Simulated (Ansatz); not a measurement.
A structure relaxed at PBE0-D4/def2-TZVP, charge 0, multiplicity 1:

```xyz
9

O    -0.7128    0.3836   -1.6453
Si    0.5331    0.2557   -0.6079
F     1.5096   -0.9335   -1.0298
C    -0.1269   -0.1332    1.1142
F    -1.1767   -1.0480    0.9858
H    -1.4445   -0.2264   -1.5274
H     1.3080    1.5104   -0.6639
H    -0.5201    0.7643    1.6038
H     0.6303   -0.5728    1.7706
```

Task: Give its formula and SMILES.

Result: CH4F2OSi, `O[SiH](F)CF`.

Task: Summarise the bond lengths by kind.

Result: 1 × O–Si 1.626 Å; 1 × H–O 0.960 Å; 1 × F–Si 1.596 Å; 1 × C–Si 1.885 Å; 1 × H–Si 1.476 Å; 1 × C–F 1.398 Å; 2 × C–H 1.094 to 1.095 Å.

Results of the Gaussian-basis code of Ansatz.
